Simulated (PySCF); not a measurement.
**Identify the compound**

Molecular formula: C₄H₅N₃O₂Si. Simulated spectra:

1H NMR (500 MHz, computed): δ 10.91 (s, 2H), 5.41 (s, 3H).

13C{1H} NMR (computed): δ 191.0, 153.9.

PySCF 2.14.0 with density-fitted response routines calculation with coordinates at the GFN2-xTB level and shieldings: GIAO PBE0/pcSseg-1; no solvent, non-relativistic, one conformer, one averaged value for each set of equivalent atoms.

Chemical shifts δ = σref − σ; 1H (31.72 ppm) and 13C (186.93 ppm) against TMS, all at this level.

Q: What is the structure?

A: 
1. The formula gives 5 degrees of unsaturation (1 ring in the answer).
2. 2 carbon signals for 4 carbons: some carbons are equivalent by symmetry or fast rotation.
3. Carbon types of the structure: 2 × C, 2 × CH, leaving 3 H on heteroatoms.
4. δC 191.0: aldehyde carbonyl carbon; low-lying n→π* states of the double bond to the heteroatom give a large paramagnetic term (-247 ppm).
5. δC 153.9: substituted aromatic carbon next to a ring nitrogen.
6. δH 10.91: hydrogen on an aldehyde carbonyl carbon; the C=O anisotropy and electron withdrawal place aldehyde protons far downfield.
7. δH 5.41: hydrogen on a silicon bonded to N.

These data were computed for SMILES O=Cc1nn([SiH3])nc1C=O.

This is the structure that produced the data.

Shifts are as computed. Against solution values, carbons near 30 ppm lie about +3 ppm off and those near 130 ppm about +5 ppm. Of 1211 compounds with measured shifts, 218 miss one by over three times the rms of a fit or turn the order of signals round; such compounds aren't used in these exercises. No couplings were computed; multiplicities are counted from neighbouring protons, with m where these are inequivalent, close in shift, in a saturated or five-membered ring or joined by F or P, and br s for small geminal =CH2 splittings.
